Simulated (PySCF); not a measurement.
C$_{2}$H$_{5}$I, charge -1, doublet, at the geometry of the source list (a state made from the parent by changing its charge; the spin is typed, not shown lowest) (core potentials on I) (in this run its highest filled SCF level lies above zero, so its values depend strongly on the basis, on diffuse functions most of all). Base run: HF/def2-SVP (PySCF).

The PySCF input:
```python
from pyscf import gto, scf

mol = gto.M(
    atom='''
C    -0.773600    0.270100    0.084300
C     0.548700   -0.424200   -0.144300
I     2.229100    0.849800    0.348600
H    -0.888700    0.559500    1.126900
H    -1.585200   -0.408500   -0.176800
H    -0.859000    1.162300   -0.532800
H     0.649400   -1.307500    0.481200
H     0.679300   -0.701500   -1.187100
''',
    basis='def2-svp',
    ecp={'I': 'def2-svp'},
    charge=-1,
    spin=1,
    verbose=4,
)

mf = scf.UHF(mol)
mf.kernel()
mf.analyze()
```

Each row names what was changed in the base input (with any setting that the change needs).

```tsv
change	basis functions	E (Eh)	HOMO (eV)
base	79	-375.16399	1.15
basis = x2c-SVPall; relativity = none (without ecp={'I': 'def2-svp'})	89	-6803.08204	0.98
basis = x2c-TZVPall; relativity = spin-free X2C (without ecp={'I': 'def2-svp'})	152	-7191.49440	1.13
basis = jorge-DZP-DKH; relativity = spin-free X2C (without ecp={'I': 'def2-svp'})	103	-7185.73059	1.07
basis = x2c-SVPall; relativity = spin-free X2C (without ecp={'I': 'def2-svp'})	89	-7190.60904	1.34
basis = x2c-SVPall; relativity = spin-free X2C; nucleus = Gaussian (with nucmod='G'; without ecp={'I': 'def2-svp'})	89	-7190.43063	1.34
basis = jorge-DZP-DKH; relativity = spin-free X2C; nucleus = Gaussian (with nucmod='G'; without ecp={'I': 'def2-svp'})	103	-7185.52845	1.07
basis = x2c-TZVPall; relativity = none (without ecp={'I': 'def2-svp'})	152	-6842.54423	1.13
basis = x2c-TZVPall; relativity = spin-free X2C; nucleus = Gaussian (with nucmod='G'; without ecp={'I': 'def2-svp'})	152	-7191.29242	1.13
basis = jorge-DZP-DKH; relativity = none (without ecp={'I': 'def2-svp'})	103	-6919.99069	1.03
```

Totals shift with the method and basis; they matter in differences.

Open shells are given as the SCF converged; they aren't shown to be the lowest states, and a large step between rows can be another state.

Basis sets contracted for a relativistic Hamiltonian are a mismatch without it, so the rows without relativity aren't non-relativistic limits. No row has spin-orbit coupling; sets with core potentials leave out the core electrons.
